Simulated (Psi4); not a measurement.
C3H3O3 (SMILES O=C1O[CH]CO1), doublet, at a GFN2-xTB geometry; B3LYP/3-21G (Psi4 1.11).

Here is a job for Psi4.
```
memory 2 GB

molecule {
0 2
  O     1.95344729   -0.29314803    0.27289880
  C     0.79299824   -0.11292920    0.10766848
  O     0.23825356    1.07942746   -0.22676979
  C    -1.10088334    0.92262526   -0.37404626
  C    -1.43919525   -0.48488250   -0.03500315
  O    -0.16688872   -1.05061609    0.22414532
  H    -1.72009414    1.79256801   -0.35188862
  H    -2.07892253   -0.59034314    0.85655697
  H    -1.91699830   -1.03641298   -0.85857754
}

set basis 3-21g
set reference uks
set df_basis_scf def2-universal-jkfit

energy('b3lyp')
print_variables()
```

**Question.** What does Psi4 print? Leave out banner, timings and long lists.

**Answer.** 
```
   => Loading Basis Set <=

    Name: 3-21G
    Role: ORBITAL
    Keyword: BASIS

         ---------------------------------------------------------
                                   SCF
               by Justin Turney, Rob Parrish, Andy Simmonett
                          and Daniel G. A. Smith
                              UKS Reference
         ---------------------------------------------------------

  ==> Geometry <==

    Molecular point group: c1
    Full point group: C1

    Geometry (in Angstrom), charge = 0, multiplicity = 2:

       Center              X                  Y                   Z               Mass
    ------------   -----------------  -----------------  -----------------  -----------------
         O            1.888384586308    -0.291272687462     0.268878890897    15.994914619570
         C            0.727935536308    -0.111053857462     0.103648570897    12.000000000000
         O            0.173190856308     1.081302802538    -0.230789699103    15.994914619570
         C           -1.165946043692     0.924500602538    -0.378066169103    12.000000000000
         C           -1.504257953692    -0.483007157462    -0.039023059103    12.000000000000
         O           -0.231951423692    -1.048740747462     0.220125410897    15.994914619570
         H           -1.785156843692     1.794443352538    -0.355908529103     1.007825032230
         H           -2.143985233692    -0.588467797462     0.852537060897     1.007825032230
         H           -1.982061003692    -1.034537637462    -0.862597449103     1.007825032230

  Running in c1 symmetry.

  Rotational constants: A =      0.28592  B =      0.13540  C =      0.09359 [cm^-1]
  Rotational constants: A =   8571.77332  B =   4059.09329  C =   2805.83816 [MHz]
  Nuclear repulsion =  238.173958246784480

  Charge       = 0
  Multiplicity = 2
  Electrons    = 45
  Nalpha       = 23
  Nbeta        = 22

  ==> Algorithm <==

  SCF Algorithm Type is DF.
  DIIS enabled.
  MOM disabled.
  Fractional occupation disabled.
  Guess Type is SAD.
  Energy threshold   = 1.00e-06
  Density threshold  = 1.00e-06
  Integral threshold = 1.00e-12

  ==> Primary Basis <==

  Basis Set: 3-21G
    Blend: 3-21G
    Number of shells: 36
    Number of basis functions: 60
    Number of Cartesian functions: 60
    Spherical Harmonics?: false
    Max angular momentum: 1

  ==> DFT Potential <==

   => LibXC <=

    Version 7.1.2
    S. Lehtola, C. Steigemann, M. J. T. Oliveira, and M. A. L. Marques,  SoftwareX 7, 1–5 (2018) (10.1016/j.softx.2017.11.002)

   => Composite Functional: B3LYP <=

    B3LYP Hyb-GGA Exchange-Correlation Functional

    P. J. Stephens, F. J. Devlin, C. F. Chabalowski, and M. J. Frisch,  J. Phys. Chem. 98, 11623 (1994) (10.1021/j100096a001)

    Deriv               =              1
    GGA                 =           TRUE
    Meta                =          FALSE

    Exchange Hybrid     =           TRUE
    MP2 Hybrid          =          FALSE

   => Exchange Functionals <=

    0.0800   Slater exchange
    0.7200         Becke 88

   => Exact (HF) Exchange <=

    0.2000               HF

   => Correlation Functionals <=

    0.1900   Vosko, Wilk & Nusair (VWN5_RPA)
    0.8100   Lee, Yang & Parr

   => LibXC Density Thresholds  <==

    XC_HYB_GGA_XC_B3LYP:  1.00E-15

   => Molecular Quadrature <=

    Radial Scheme          =       TREUTLER
    Pruning Scheme         =           NONE
    Nuclear Scheme         =       TREUTLER

    Blocking Scheme        =         OCTREE
    BS radius alpha        =              1
    Pruning alpha          =              1
    Radial Points          =             75
    Spherical Points       =            302
    Total Points           =         189149
    Total Blocks           =           1466
    Max Points             =            256
    Max Functions          =             58
    Weights Tolerance      =       1.00E-15

   => Loading Basis Set <=

    Name: DEF2-UNIVERSAL-JKFIT
    Role: JKFIT
[...]

   -------------------------
    Irrep   Nso     Nmo
   -------------------------
     A         60      60
   -------------------------
    Total      60      60
   -------------------------

  ==> Iterations <==

                           Total Energy        Delta E     RMS |[F,P]|

   @DF-UKS iter SAD:  -339.62410855455141   -3.39624e+02   0.00000e+00
   @DF-UKS iter   1:  -339.64737864016132   -2.32701e-02   1.14853e-02 ADIIS/DIIS
   @DF-UKS iter   2:  -339.27824451781163    3.69134e-01   2.00468e-02 ADIIS/DIIS
   @DF-UKS iter   3:  -339.80624923399569   -5.28005e-01   4.00705e-03 ADIIS/DIIS
   @DF-UKS iter   4:  -339.82786259921039   -2.16134e-02   1.32112e-03 ADIIS/DIIS
   @DF-UKS iter   5:  -339.82999712533763   -2.13453e-03   3.17740e-04 ADIIS/DIIS
   @DF-UKS iter   6:  -339.83014617694232   -1.49052e-04   1.02026e-04 ADIIS/DIIS
   @DF-UKS iter   7:  -339.83016161407352   -1.54371e-05   3.60303e-05 DIIS
   @DF-UKS iter   8:  -339.83016364954892   -2.03548e-06   1.91578e-05 DIIS
   @DF-UKS iter   9:  -339.83016425939149   -6.09843e-07   6.35898e-06 DIIS
   @DF-UKS iter  10:  -339.83016435673460   -9.73431e-08   1.12200e-06 DIIS
   @DF-UKS iter  11:  -339.83016436309134   -6.35674e-09   3.46359e-07 DIIS
  Energy and wave function converged.

  ==> Post-Iterations <==

   Electrons on quadrature grid:
      Nalpha   =   23.0000135308 ; deviation = 1.353e-05
      Nbeta    =   22.0000106752 ; deviation = 1.068e-05
      Ntotal   =   45.0000242059 ; deviation = 2.421e-05

   @Spin Contamination Metric:   3.124824857E-03
   @S^2 Expected:                7.500000000E-01
   @S^2 Observed:                7.531248249E-01
   @S   Expected:                5.000000000E-01
   @S   Observed:                5.000000000E-01

    Orbital Energies [Eh]
    ---------------------

    Alpha Occupied:

[...]
    Alpha Virtual:

[...]
      60A      3.422581

    Beta Occupied:

[...]
      22A     -0.299657

    Beta Virtual:

[...]
    Final Occupation by Irrep:
              A
    DOCC [    22 ]
    SOCC [     1 ]
    NA   [    23 ]
    NB   [    22 ]

  @DF-UKS Final Energy:  -339.83016436309134

   => Energetics <=

    Nuclear Repulsion Energy =            238.1739582467844798
    One-Electron Energy =                -935.1677490204224341
    Two-Electron Energy =                 392.0067537161118594
    DFT Exchange-Correlation Energy =     -34.8431273055651900
    Empirical Dispersion Energy =           0.0000000000000000
    VV10 Nonlocal Energy =                  0.0000000000000000
    Total Energy =                       -339.8301643630913418

  UHF NO Occupations:
  HONO-2 :   21  A 1.9996843
  HONO-1 :   22  A 1.9992471
  HONO-0 :   23  A 1.0000000
  LUNO+0 :   24  A 0.0007529
  LUNO+1 :   25  A 0.0003157
  LUNO+2 :   26  A 0.0001855
  LUNO+3 :   27  A 0.0001260

Computation Completed

Properties will be evaluated at   0.000000,   0.000000,   0.000000 [a0]

Properties computed using the SCF density matrix

 Multipole Moments:

 ------------------------------------------------------------------------------------
     Multipole            Electronic (a.u.)      Nuclear  (a.u.)        Total (a.u.)
 ------------------------------------------------------------------------------------

 L = 1.  Multiply by 2.5417464519 to convert [e a0] to [Debye]
 Dipole X            :          3.7365119           -5.5327811           -1.7962693
 Dipole Y            :          0.1010026            0.1594747            0.2604773
 Dipole Z            :          0.2226860           -0.3418440           -0.1191579
 Magnitude           :                                                    1.8189641

 ------------------------------------------------------------------------------------

  Variable Map:
  ----------------------------------------------------------------------------
[...]
  Array Variable Map:
  ----------------------------------------------------------------------------
[...]
[...]
```
